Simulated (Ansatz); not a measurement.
GaO+, multiplicity 3 (lowest of 2S+1 = 1, 3, 5 at CCSD(T)/def2-TZVPP on PBE0 minima; our sources give no spin for the ground state, which may be another), most abundant isotopes (15.9949 and 68.9256 u). Constants from fifth-degree fits in 1/R to seven points on the lowest solution found; no spin–orbit coupling, no relativity up to Kr; ω_e x_e and α_e move by some per cent with the fit.

Correlated levels freeze the inner cores; with def2 sets outer-core shells near the valence are correlated too. CBS(a, b) extrapolates the correlation energy as X⁻³ and adds the Hartree–Fock energy of set b.

Codes used: Ansatz (Gaussian orbitals). 

```
level                                r_e (Å)  ω_e (cm⁻¹)  ω_e x_e (cm⁻¹)  α_e (cm⁻¹)
-----------------------------------  -------  ----------  --------------  ----------
PBE/def2-TZVPP                        1.8892       472.0            8.54     0.00599
CCSD(T)/CBS(def2-TZVPP, def2-QZVPP)   1.8438       477.6            21.6     0.00998
```

Problem. Derive the rotational constants, the centrifugal constant, the fundamental, the zero-point energy and the force constant.

Solution. 
μ = 12.98225 u.
- PBE/def2-TZVPP: B_e = 16.8576/(μ r_e²) = 0.36383 cm⁻¹; B₀ = B_e − α_e/2 = 0.36084 cm⁻¹; D = 4B_e³/ω_e² = 8.65e-07 cm⁻¹; fundamental ω_e − 2ω_e x_e = 455 cm⁻¹; zero-point energy ω_e/2 − ω_e x_e/4 = 234 cm⁻¹; k = μ(2πcω_e)² = 170 N/m
- CCSD(T)/CBS(def2-TZVPP, def2-QZVPP): B_e = 16.8576/(μ r_e²) = 0.38195 cm⁻¹; B₀ = B_e − α_e/2 = 0.37696 cm⁻¹; D = 4B_e³/ω_e² = 9.77e-07 cm⁻¹; fundamental ω_e − 2ω_e x_e = 434 cm⁻¹; zero-point energy ω_e/2 − ω_e x_e/4 = 233 cm⁻¹; k = μ(2πcω_e)² = 174 N/m

Ansatz is a first-principles code.
